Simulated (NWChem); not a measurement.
System: C₅H₆; SMILES C#CCC=C

Here is an NWChem input.

```
start job
memory heap 200 mb stack 700 mb global 900 mb
geometry units angstroms noautoz
  C      0.460524     2.414662     0.070375
  C     -0.104911     1.347915     0.050699
  C     -0.778113     0.044777     0.009108
  C      0.142071    -1.076339    -0.429129
  C      0.358035    -2.188083     0.271786
  H      0.961363     3.355335     0.094733
  H     -1.201898    -0.188915     0.994734
  H     -1.630506     0.109987    -0.685095
  H      0.639039    -0.928390    -1.387050
  H     -0.115786    -2.359356     1.236360
  H      1.017453    -2.971440    -0.091689
end
basis spherical
  * library sto-3g
end
dft
  xc pbe0
  iterations 150
  mulliken
end
task dft energy
```

Excerpt of the output:

```
             Northwest Computational Chemistry Package (NWChem) 7.3.0
             --------------------------------------------------------

 C1  symmetry detected

                             Geometry "geometry" -> ""
                             -------------------------

 Output coordinates in angstroms (scale by  1.889725989 to convert to a.u.)

  No.       Tag          Charge          X              Y              Z
 ---- ---------------- ---------- -------------- -------------- --------------
    1 C                    6.0000     0.45477387     2.40672444     0.09074553
    2 C                    6.0000    -0.10993571     1.34034091     0.04622247
    3 C                    6.0000    -0.78150314     0.03763897    -0.02494089
    4 C                    6.0000     0.15620185    -1.08398242    -0.42289335
    5 C                    6.0000     0.34071603    -2.19599098     0.28653494
    6 H                    1.0000     0.95466567     3.34707424     0.13710456
    7 H                    1.0000    -1.24798711    -0.19596262     0.94123057
    8 H                    1.0000    -1.60279077     0.10351735    -0.75561910
    9 H                    1.0000     0.69453804    -0.93617541    -1.35821467
   10 H                    1.0000    -0.17479974    -2.36713792     1.22950684
   11 H                    1.0000     1.01485656    -2.97970116    -0.04802037

 Effective nuclear repulsion energy (a.u.)     139.2900602719

                                 NWChem DFT Module
                                 -----------------

 Summary of "ao basis" -> "ao basis" (spherical)
 ------------------------------------------------------------------------------
       Tag                 Description            Shells   Functions and Types
 ---------------- ------------------------------  ------  ---------------------
 C                           sto-3g                  3        5   2s1p
 H                           sto-3g                  1        1   1s

            General Information
            -------------------
          SCF calculation type: DFT
          Wavefunction type:  closed shell.
          No. of atoms     :    11
          No. of electrons :    36
           Alpha electrons :    18
            Beta electrons :    18
          Charge           :     0
          Spin multiplicity:     1
          Use of symmetry is: off; symmetry adaption is: off
          Maximum number of iterations: 150
          AO basis - number of functions:    31
                     number of shells:    21
          Convergence on energy requested:  1.00D-06
          Convergence on density requested:  1.00D-05
          Convergence on gradient requested:  5.00D-04

              XC Information
              --------------
                         PBE0 Method XC Functional
                     Hartree-Fock (Exact) Exchange  0.250
          PerdewBurkeErnzerhof Exchange Functional  0.750
            Perdew 1991 LDA Correlation Functional  1.000 local
           PerdewBurkeErnz. Correlation Functional  1.000 non-local

             Grid Information
             ----------------
          Grid used for XC integration:  medium
          Radial quadrature: Mura-Knowles
          Angular quadrature: Lebedev.
          Tag              B.-S. Rad. Rad. Pts. Rad. Cut. Ang. Pts.
          ---              ---------- --------- --------- ---------
          C                   0.70       49          13.0       434
          H                   0.35       45          12.0       434
          Grid pruning is: on
          Number of quadrature shells:   515
          Spatial weights used:  Erf1

      Superposition of Atomic Density Guess
      -------------------------------------

 Sum of atomic energies:        -188.69070773

      Non-variational initial energy
      ------------------------------

 Total energy =    -190.079856
 1-e energy   =    -533.578223
 2-e energy   =     204.208307
 HOMO         =      -0.115623
 LUMO         =       0.245989

     ---------------------------------------------
      Total Density - Mulliken Population Analysis
     ---------------------------------------------

    Atom       Charge   Shell Charges
 -----------   ------   -------------------------------------------------------
    1 C    6     6.29   2.00  1.25  3.04
    2 C    6     6.06   2.00  1.23  2.83
    3 C    6     5.92   1.99  1.25  2.68
    4 C    6     6.02   1.99  1.26  2.76
    5 C    6     6.19   1.99  1.28  2.92
    6 H    1     0.83   0.83
    7 H    1     0.95   0.95
    8 H    1     0.95   0.95
    9 H    1     0.94   0.94
   10 H    1     0.93   0.93
   11 H    1     0.93   0.93

   convergence    iter        energy       DeltaE   RMS-Dens  Diis-err
 ---------------- ----- ----------------- --------- --------- ---------
 d= 0,ls=0.0,diis     1   -191.3986333450 -3.31D+02  2.57D-02  2.51D-01
 d= 0,ls=0.0,diis     2   -191.4129859385 -1.44D-02  1.62D-02  1.71D-01
 d= 0,ls=0.0,diis     3   -191.4240756306 -1.11D-02  8.03D-03  9.59D-02
 d= 0,ls=0.0,diis     4   -191.4364676138 -1.24D-02  2.05D-03  5.63D-03
 d= 0,ls=0.0,diis     5   -191.4372052934 -7.38D-04  5.35D-04  3.32D-04
  Resetting Diis
 d= 0,ls=0.0,diis     6   -191.4372550152 -4.97D-05  7.92D-05  6.40D-06
 d= 0,ls=0.0,diis     7   -191.4372559497 -9.34D-07  2.59D-05  2.21D-07
 d= 0,ls=0.0,diis     8   -191.4372559689 -1.93D-08  1.17D-05  1.16D-07
 d= 0,ls=0.0,diis     9   -191.4372559858 -1.69D-08  3.09D-06  1.24D-08

         Total DFT energy =     -191.437255985816
      One electron energy =     -533.518553980420
           Coulomb energy =      231.884096107035
    Exchange-Corr. energy =      -29.092858384334
 Nuclear repulsion energy =      139.290060271903

 Numeric. integr. density =       36.000002056955

                       DFT Final Molecular Orbital Analysis
                       ------------------------------------

 Vector   16  Occ=2.000000D+00  E=-2.275087D-01
              MO Center=  1.5D-01, -1.6D-01,  7.0D-04, r^2= 4.1D+00
   Bfn.  Coefficient  Atom+Function         Bfn.  Coefficient  Atom+Function
  ----- ------------  ---------------      ----- ------------  ---------------
    18      0.408795   4 C  px                5     -0.348073   1 C  pz
    23      0.345605   5 C  px               10     -0.343207   2 C  pz
    24      0.227331   5 C  py               25      0.227450   5 C  pz
    20      0.210135   4 C  pz                8      0.207796   2 C  px
     3      0.156804   1 C  px               19      0.146339   4 C  py

 Vector   17  Occ=2.000000D+00  E=-2.175757D-01
              MO Center=  1.3D-01,  1.7D+00,  3.9D-02, r^2= 1.7D+00
   Bfn.  Coefficient  Atom+Function         Bfn.  Coefficient  Atom+Function
  ----- ------------  ---------------      ----- ------------  ---------------
     3      0.492242   1 C  px                8      0.456169   2 C  px
     4     -0.271332   1 C  py                5      0.270746   1 C  pz
     9     -0.258934   2 C  py               10      0.251873   2 C  pz
    28      0.173971   8 H  s                19     -0.124643   4 C  py
    13     -0.101268   3 C  px               17     -0.075824   4 C  s

 Vector   18  Occ=2.000000D+00  E=-2.128287D-01
              MO Center=  1.4D-01,  3.6D-01,  2.1D-02, r^2= 4.3D+00
   Bfn.  Coefficient  Atom+Function         Bfn.  Coefficient  Atom+Function
  ----- ------------  ---------------      ----- ------------  ---------------
     5      0.442902   1 C  pz               10      0.402145   2 C  pz
    23      0.326883   5 C  px               18      0.236489   4 C  px
    19      0.218382   4 C  py               20      0.215881   4 C  pz
    25      0.212339   5 C  pz                3     -0.186873   1 C  px
    24      0.176081   5 C  py               28      0.160607   8 H  s

 Vector   19  Occ=0.000000D+00  E= 1.222818D-01
              MO Center=  1.7D-01, -1.4D+00, -7.0D-02, r^2= 2.1D+00
   Bfn.  Coefficient  Atom+Function         Bfn.  Coefficient  Atom+Function
  ----- ------------  ---------------      ----- ------------  ---------------
    18      0.595962   4 C  px               23     -0.589408   5 C  px
    25     -0.392759   5 C  pz               20      0.370172   4 C  pz
    24     -0.336083   5 C  py               19      0.311522   4 C  py
    28      0.212746   8 H  s                 3     -0.176738   1 C  px
     7     -0.174722   2 C  s                 8      0.164660   2 C  px

 Vector   20  Occ=0.000000D+00  E= 1.921662D-01
              MO Center=  7.7D-02,  1.6D+00,  9.1D-02, r^2= 1.9D+00
   Bfn.  Coefficient  Atom+Function         Bfn.  Coefficient  Atom+Function
  ----- ------------  ---------------      ----- ------------  ---------------
     5      0.734465   1 C  pz               10     -0.720124   2 C  pz
    27      0.317655   7 H  s                 3     -0.299807   1 C  px
     8      0.291013   2 C  px               17     -0.176961   4 C  s
    28     -0.154591   8 H  s                15     -0.149075   3 C  pz
    19     -0.147725   4 C  py                9     -0.124738   2 C  py

 Vector   21  Occ=0.000000D+00  E= 1.953980D-01
              MO Center=  1.3D-01,  1.6D+00,  3.7D-02, r^2= 2.0D+00
   Bfn.  Coefficient  Atom+Function         Bfn.  Coefficient  Atom+Function
  ----- ------------  ---------------      ----- ------------  ---------------
     3      0.628427   1 C  px                8     -0.617434   2 C  px
     9      0.361242   2 C  py                4     -0.354588   1 C  py
     5      0.344873   1 C  pz               10     -0.342126   2 C  pz
    28     -0.242994   8 H  s                19      0.217808   4 C  py
    17      0.180935   4 C  s                20      0.153727   4 C  pz

     ---------------------------------------------
      Total Density - Mulliken Population Analysis
     ---------------------------------------------

[...]
```

Level: PBE0/STO-3G. All runs use the structure optimised with B3LYP/6-31G* (spherical d).
